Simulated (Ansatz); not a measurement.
One change: `N[Si@H](Cl)[Si@@H](N)F` becomes `N[Si@H](Cl)[Si@@H](N)O`.

Ansatz, PBE0-D4/def2-TZVP geometries, multiplicity 1. Each molecule was computed in one conformer, which needn't be the lowest.

```
                                          property  `N[Si@H](Cl)[Si@@H](N)F`
           HOMO–LUMO gap (ωB97M-V/def2-TZVPP) / eV                     11.38
  size of the dipole moment (B3LYP/def2-TZVPP) / D                      2.87
             HOMO energy (ωB97M-V/def2-TZVPP) / eV                     -9.89
              HOMO–LUMO gap (PBE0/def2-TZVPP) / eV                      7.61
    size of the dipole moment (PBE/def2-TZVPP) / D                      2.87
size of the dipole moment (ωB97M-V/def2-TZVPP) / D                      2.85
```

Q: What does the change do to each property? (Estimate.)

A: Computed: 
| property | `N[Si@H](Cl)[Si@@H](N)O` | shift |
| --- | --- | --- |
| HOMO–LUMO gap (ωB97M-V/def2-TZVPP) / eV | 11.17 | -0.21 |
| size of the dipole moment (B3LYP/def2-TZVPP) / D | 2.24 | -0.63 |
| HOMO energy (ωB97M-V/def2-TZVPP) / eV | -9.59 | 0.30 |
| HOMO–LUMO gap (PBE0/def2-TZVPP) / eV | 7.40 | -0.21 |
| size of the dipole moment (PBE/def2-TZVPP) / D | 2.28 | -0.59 |
| size of the dipole moment (ωB97M-V/def2-TZVPP) / D | 2.24 | -0.61 |

With PBE0 the HOMO rises by 0.29 eV and the LUMO rises by 0.07 eV, so the gap narrows by about 0.22 eV. PBE moves the HOMO by 0.26 eV and ωB97M-V by 0.30 eV. Dipoles are sizes alone; their direction can turn.

B3LYP here is the variant with VWN-RPA as its local correlation; programs differ in this.
